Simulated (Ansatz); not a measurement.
Input file for Ansatz (a quantum-chemistry and plane-wave program): U-CCSD(T)/def2-TZVPP on SbCl, 2S+1 = 3, a spin state set in the input, which need not be the lowest, a point of a bond scan (R = 2.348 Å). Elements past Kr take the def2 small-core potentials; no spin–orbit coupling.

Ansatz 0.2 input:
```yaml
crystal:
  periodic: [false, false, false]
  atoms:
    - {symbol: Cl, position_ang: [0.00000000, 0.00000000, 0.00000000]}
    - {symbol: Sb, position_ang: [0.00000000, 0.00000000, 2.34763700]}
basis:
  gaussian:
    orbitals: def2-TZVPP
    pivot_positions_ang: [[0.00000000, 0.00000000, 0.00000000], [0.00000000, 0.00000000, 2.34763700]]
magnetization: {spin_polarized: true, initial_magnetization: 2}
correlation: {method: ccsd_t, electrons: valence}
output: {orbitals: {seedname: ./end}}
```

### Question
Give the final energy of this run.

### Answer
-699.3322 hartree (reference determinant -698.8188, T1 diagnostic 0.015).

### Question
How many basis functions does it have, and what does it roughly cost on one machine?

### Answer
92 functions; very roughly 22 core-seconds.
